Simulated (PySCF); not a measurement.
Molecule: SMILES O=[C]O (CHO2), doublet. Atoms near the plane z = 0.0 Å, at the PBE0/def2-SVP optimised geometry (x, y, z in Å): O1 (-0.1, 1.1, 0.0), C2 (-0.7, 0.1, 0.0), O3 (-0.3, -1.1, 0.0), H4 (0.7, -1.1, 0.0).

Calculation: unrestricted PBE0/def2-TZVP run with PySCF. Cells within 0.4 Å of a nucleus heavier than hydrogen are left out (blank, or x). The values are rescaled to run from 0 to 1.

```
|1111111111111111111111111111111|
|1111111111111111111111111111111|
|1111111111111111111111111111111|
|1111111111111111111111111111111|
|1111111111111111111111111111111|
|1111111111111111111111111111111|
|1111111111111111111111111111111|
|1111111111111222111111111111111|
|1111111111112344211111111111111|
|11111111111124xx421111111111111|
|1111111111112xxxx32111111111111|
|11111111111233xxx21111111111111|
|1111111111125974321111111111111|
|111111111223x984211111111111111|
|11111111234xxx42111111111111111|
|11111111235xxx10001111111111111|
|111111111223x421000111111111111|
|1111111111124642110001111111111|
|1111111111113431221001111111111|
|1111111111000xxx453000111111111|
|1111111111112xxx675000111111111|
|1111111111114xxx342000111111111|
|1111111111123431111001111111111|
|1111111111112211111011111111111|
|1111111111111111111111111111111|
|1111111111111111111111111111111|
|1111111111111111111111111111111|
|1111111111111111111111111111111|
|1111111111111111111111111111111|
|1111111111111111111111111111111|
|1111111111111111111111111111111|
```
Scale: ten equal steps from 0.000 (start of '0') to 1.00 (end of '9'), in the order '0123456789'; x runs from -3.50 to 3.50, y from -3.50 (bottom) to 3.50 (top).

Which quantity is mapped?
(A) an orbital amplitude
(B) log10 of the electron density
(C) Laplacian of the electron density
(D) deformation density (molecule minus spherical neutral atoms)

D, deformation density (molecule minus spherical neutral atoms). In full: deformation density (molecule minus spherical neutral atoms) (e/bohr³).
